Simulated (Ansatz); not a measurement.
Basis sets compared for Mg5H10. Charge 0, multiplicity 1. Geometry r2SCAN-D4/def2-SVP. Ansatz on 4 threads of Arm Neoverse V1 on a shared host; times are rough, and most runs start from earlier orbitals.

```
atom   x (Å)   y (Å)   z (Å)
 Mg1  -0.627  -0.709   1.622
 Mg2  -0.667   1.380  -2.695
 Mg3   1.191  -0.071  -0.513
 Mg4  -1.516   1.872   0.654
 Mg5   1.618  -2.527   1.089
  H6   2.013  -4.184   0.968
  H7  -1.054   1.873  -4.276
  H8   0.296   0.872   0.869
  H9   2.494  -1.035   0.297
 H10  -2.104   0.298   1.614
 H11  -1.639   3.515   1.114
 H12  -0.017  -1.521  -0.019
 H13  -1.543   1.264  -1.107
 H14   0.976   0.689  -2.112
 H15   0.577  -1.715   2.493
```

Another isomer (singlet) lies 0.20 eV lower at PBE0-D4/def2-TZVP; other spin states weren't run for this one.

Binding counts from free atoms (Mg singlet, H doublet) in the same basis, without a counterpoise term.

```
           level  functions  energy (Eh)  HOMO (eV)  LUMO (eV)  binding per atom (eV)  wall time
       HF/STO-3G         55    -991.2954      -6.59       8.83                   2.89      0.2 s
 PBE-D4/def2-SVP        140   -1005.3733      -6.03      -2.11                   1.87      2.1 s
PBE0-D4/def2-SVP        140   -1005.4874      -7.19      -1.49                   1.88      2.7 s
```

Q: Estimate the rows for HF/def2-TZVP, PBE-D4/def2-TZVP (with forces), PBE0-D4/def2-TZVP.

A: 
```
                         level  functions  energy (Eh)  HOMO (eV)  LUMO (eV)  binding per atom (eV)  wall time
                  HF/def2-TZVP        220   -1003.8590     -10.05       0.84                   1.50      2.7 s
PBE-D4/def2-TZVP (with forces)        220   -1005.7465      -6.02      -2.07                   1.88      3.6 s
             PBE0-D4/def2-TZVP        220   -1005.8606      -7.17      -1.44                   1.90      5.5 s
```
